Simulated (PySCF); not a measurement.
## Atomic charges by several schemes

Compound: C7H13NSi.
Numbering: `[CH2:1]=[CH:2]/[C:3]([CH3:4])=[N:5]/[C@H:6]([SiH3:7])[CH:8]=[CH2:9]` (hydrogens: H10, H11 on C1; H12 on C2; H13, H14, H15 on C4; H16 on C6; H17, H18, H19 on Si7; H20 on C8; H21, H22 on C9)

Geometry (GFN2-xTB, Å), atoms numbered from 1 in this order:
```xyz
22
C7H13NSi angstrom
C     -2.0042    2.3028    2.0895
C     -1.4718    1.8678    0.9533
C     -0.7846    0.5958    0.7521
C     -0.7531   -0.3817    1.8991
N     -0.2570    0.4473   -0.3953
C      0.5152   -0.6597   -0.8146
Si     2.3506   -0.1372   -0.4945
C      0.3542   -0.8707   -2.2788
C      0.4524   -2.0420   -2.8828
H     -1.9838    1.7309    3.0017
H     -2.4822    3.2660    2.1502
H     -1.5055    2.4845    0.0657
H     -1.7358   -0.4485    2.3601
H     -0.4550   -1.3739    1.5702
H     -0.0398   -0.0420    2.6492
H      0.3221   -1.5996   -0.2759
H      3.2067   -1.2361   -0.9426
H      2.6176    1.0916   -1.2331
H      2.5033    0.0877    0.9449
H      0.1521    0.0313   -2.8382
H      0.6442   -2.9494   -2.3322
H      0.3440   -2.1454   -3.9486
```

Density: PBE0/pcSseg-1 (PySCF); schemes: Mulliken, IAO, Hirshfeld and ESP-fitted. One conformer (not necessarily the lowest) at the GFN2-xTB geometry, without solvent, vibrations or thermal averaging.

Task: For which atoms does the sign change between the 4 schemes (beyond +0.03 e in one, beyond −0.03 e in another)?

Result: C6. Atomic charges aren't observables, and each scheme defines them in its own way.

Task: Which atoms carry the highest charge in the Mulliken, IAO, Hirshfeld and ESP-fitted schemes?

Result: The schemes don't all agree: Mulliken Si7 (+0.550); IAO Si7 (+0.617); Hirshfeld Si7 (+0.312); ESP-fitted C3 (+0.762).

Task: Tabulate the Mulliken, IAO, Hirshfeld and ESP-fitted charges.

Result: In e:

```json
{"atom": "C1", "environment": "terminal =CH2 carbon", "Mulliken": "-0.129", "IAO": "-0.317", "Hirshfeld": "-0.095", "ESP-fitted": "-0.416"}
{"atom": "C2", "environment": "alkene CH carbon", "Mulliken": "-0.165", "IAO": "-0.145", "Hirshfeld": "-0.051", "ESP-fitted": "-0.308"}
{"atom": "C3", "environment": "imine carbon", "Mulliken": "-0.010", "IAO": "+0.152", "Hirshfeld": "+0.083", "ESP-fitted": "+0.762"}
{"atom": "C4", "environment": "methyl carbon", "Mulliken": "-0.196", "IAO": "-0.462", "Hirshfeld": "-0.120", "ESP-fitted": "-0.585"}
{"atom": "N5", "environment": "imine nitrogen", "Mulliken": "-0.427", "IAO": "-0.284", "Hirshfeld": "-0.136", "ESP-fitted": "-0.744"}
{"atom": "C6", "environment": "sp3 carbon bound to nitrogen", "Mulliken": "-0.305", "IAO": "-0.256", "Hirshfeld": "-0.064", "ESP-fitted": "+0.212"}
{"atom": "Si7", "environment": "SiH3 silicon", "Mulliken": "+0.550", "IAO": "+0.617", "Hirshfeld": "+0.312", "ESP-fitted": "+0.209"}
{"atom": "C8", "environment": "alkene CH carbon", "Mulliken": "-0.166", "IAO": "-0.127", "Hirshfeld": "-0.044", "ESP-fitted": "-0.005"}
{"atom": "C9", "environment": "terminal =CH2 carbon", "Mulliken": "-0.136", "IAO": "-0.340", "Hirshfeld": "-0.112", "ESP-fitted": "-0.545"}
{"atom": "H10", "environment": "vinylic hydrogen", "Mulliken": "+0.112", "IAO": "+0.144", "Hirshfeld": "+0.044", "ESP-fitted": "+0.176"}
{"atom": "H11", "environment": "vinylic hydrogen", "Mulliken": "+0.124", "IAO": "+0.158", "Hirshfeld": "+0.050", "ESP-fitted": "+0.197"}
{"atom": "H12", "environment": "vinylic hydrogen", "Mulliken": "+0.100", "IAO": "+0.163", "Hirshfeld": "+0.045", "ESP-fitted": "+0.177"}
{"atom": "H13", "environment": "methyl hydrogen", "Mulliken": "+0.141", "IAO": "+0.158", "Hirshfeld": "+0.049", "ESP-fitted": "+0.159"}
{"atom": "H14", "environment": "methyl hydrogen", "Mulliken": "+0.132", "IAO": "+0.148", "Hirshfeld": "+0.045", "ESP-fitted": "+0.141"}
{"atom": "H15", "environment": "methyl hydrogen", "Mulliken": "+0.147", "IAO": "+0.162", "Hirshfeld": "+0.051", "ESP-fitted": "+0.153"}
{"atom": "H16", "environment": "methine hydrogen", "Mulliken": "+0.135", "IAO": "+0.120", "Hirshfeld": "+0.036", "ESP-fitted": "+0.068"}
{"atom": "H17", "environment": "Si–H hydrogen", "Mulliken": "-0.081", "IAO": "-0.117", "Hirshfeld": "-0.076", "ESP-fitted": "-0.069"}
{"atom": "H18", "environment": "Si–H hydrogen", "Mulliken": "-0.064", "IAO": "-0.104", "Hirshfeld": "-0.069", "ESP-fitted": "-0.030"}
{"atom": "H19", "environment": "Si–H hydrogen", "Mulliken": "-0.095", "IAO": "-0.122", "Hirshfeld": "-0.078", "ESP-fitted": "-0.059"}
{"atom": "H20", "environment": "vinylic hydrogen", "Mulliken": "+0.112", "IAO": "+0.158", "Hirshfeld": "+0.045", "ESP-fitted": "+0.119"}
{"atom": "H21", "environment": "vinylic hydrogen", "Mulliken": "+0.104", "IAO": "+0.140", "Hirshfeld": "+0.041", "ESP-fitted": "+0.187"}
{"atom": "H22", "environment": "vinylic hydrogen", "Mulliken": "+0.117", "IAO": "+0.154", "Hirshfeld": "+0.046", "ESP-fitted": "+0.201"}
```

Mean size of the charges over all atoms: ESP-fitted 0.251 e, IAO 0.207 e, Mulliken 0.161 e, Hirshfeld 0.077 e. Each set sums to the total charge, 0, to within 0.001 e. The ESP scheme is a least-squares fit of atom-centred charges to the potential on four shells outside the van der Waals surface, with the total charge fixed.

Task: Sum the charges by element, for elements with more than one atom.

Result: 
```tsv
element	atoms	Mulliken	IAO	Hirshfeld	ESP-fitted
C	7	-1.106	-1.494	-0.403	-0.886
H	13	+0.984	+1.161	+0.228	+1.421
```

Task: How many electrons does the IAO scheme count on C9?

Result: Z − q = 6 − (-0.340) = 6.340.

The run behind these numbers computed NMR shieldings as well. Hardware: one thread, Arm Neoverse V2 (aarch64) (shared host). Cost: 47 s wall, 1.1 GiB resident at most.
